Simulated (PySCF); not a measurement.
An unknown shows these calculated signals:

1H NMR (400 MHz, computed): δ 6.10 (br s, 1H), 4.28 (d, 3H), 4.05 (d, 3H), 3.88 (m, 1H), 1.53 (m, 1H), 0.85 (m, 1H), 0.21 (m, 1H), -0.04 (m, 1H).

13C{1H} NMR (computed): δ 182.8 (C), 13.9 (CH), 1.1 (CH2), -7.7 (CH).

- coordinates at the GFN2-xTB level
- PBE0/pcSseg-1 with gauge-including orbitals
- run in PySCF 2.14
- one conformer, no solvent model, relativity neglected, rapidly exchanging positions averaged

Chemical shifts δ = σref − σ; 1H (σref 31.72), 13C (σref 186.93) vs TMS, all at this level.

Question: Which of these does the molecule contain: an OH group, a CF3 group, a ketone, a carboxylic acid, a non-aromatic C=C double bond, a Si–H bond?

Answer: 
- An OH group: yes (δH 6.10 (br s)).
- A CF3 group: no.
- A ketone: no.
- A carboxylic acid: yes (δC 182.8; δH 6.10 (br s)).
- A non-aromatic C=C double bond: no.
- A Si–H bond: yes (δH 4.28 (d)).

The data belong to `O=C(O)[C@@H]([SiH3])[Si@@H]1C[C@@H]1[SiH3]`, C$_{4}$H$_{12}$O$_{2}$Si$_{3}$; they needn't prove each group on their own.

Carbon signals by region: 1 in the far downfield region (above 160 ppm), 3 below 50 ppm. Above 160 ppm: 182.8, carboxylic acid carbon.

The OH or NH signal is concentration- and solvent-dependent in practice; the value given is the gas-phase one. Shifts are as computed. Against solution values, carbons near 30 ppm lie about +3 ppm off and those near 130 ppm about +5 ppm. Of 1309 compounds with measured shifts, 239 miss one by over three times the rms of a fit or turn the order of signals round; such compounds aren't used in these exercises. Hydrogen bonding in solution deshields acid and N–H amide carbonyl carbons by as much as 10 ppm beyond these values. Multiplicities follow the n + 1 count of equivalent neighbours, as no J values were calculated; m marks all less simple cases, F and P coupling included.
